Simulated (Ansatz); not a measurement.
Consider the homolysis of the Cl–Ge bond: `[OH][Ge]([OH])([Cl])[Cl]` → Cl• + `[OH][Ge]([OH])[Cl]`•.

Computed with Ansatz on PBE0-D4/def2-TZVP structures; ΔE is electronic, products minus reactants. CCSD(T)/CBS adds triple-zeta CCSD(T) − MP2 to the extrapolated MP2 energy (def2 sets, frozen cores). This one scheme is used for every species, atoms too. DFT in def2-TZVPP. B3LYP here is the variant with VWN-RPA as its local correlation; programs differ in this. Open shells (•) are unrestricted, without spin–orbit coupling. Spin–orbit coupling would lower the free atoms: a little for Cl. Bonds to Ge are less sure, by a few kJ/mol each and by 10 to 20 or more in all where they break to atoms, as the def2 sets lack core-valence functions. Scalar relativity is left out up to krypton. One conformer a species, not always the lowest.

(1) What is ΔE at CCSD(T)/CBS? (An estimate is asked.)

(2) What do these levels give: PBE0-D4, B3LYP-D4, ωB97X-V, B2PLYP, B3LYP, HF/CBS(def2)? (Estimate.)

Largest T1 diagnostic among the species: 0.014.

Answers

(1) The calculation gave: +100.1 kcal/mol.

(2) The calculation gave: PBE0-D4 96.2, B3LYP-D4 91.3, ωB97X-V 98.5, B2PLYP 93.3, B3LYP 88.4, HF/CBS(def2) 73.7 kcal/mol.

The D4 term adds +2.9 kcal/mol with B3LYP and +1.6 kcal/mol with PBE0; it sums over pairs of atoms, weighted by their polarisabilities, and B3LYP, whose exchange is more repulsive, gets the larger term. In def2-TZVPP, CCSD(T) changes the Hartree–Fock value by +23.0 kcal/mol (the triples alone add +2.1 kcal/mol) and MP2 by +28.2 kcal/mol; breaking electron pairs costs correlation energy, which Hartree–Fock lacks.
